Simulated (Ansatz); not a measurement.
Input for Ansatz (a first-principles code): R-HF/def2-TZVPP on C3 (SMILES [C]=C=[C]), atoms moved off the minimum.

Ansatz 0.2 input:
```yaml
crystal:
  periodic: [false, false, false]
  atoms:
    - {symbol: C, position_ang: [0.01680091, -0.06748864, -1.35248315]}
    - {symbol: C, position_ang: [-0.05186146, -0.04313233, 0.02016251]}
    - {symbol: C, position_ang: [-0.08956389, -0.07166307, 1.28561459]}
basis:
  gaussian:
    orbitals: def2-TZVPP
hamiltonian:
  xc: {name: HF}
scf: {lower_state_search: off}
output: {forces: true}
```

Problem. Give the final energy of this run.

Solution. -113.3812 hartree.
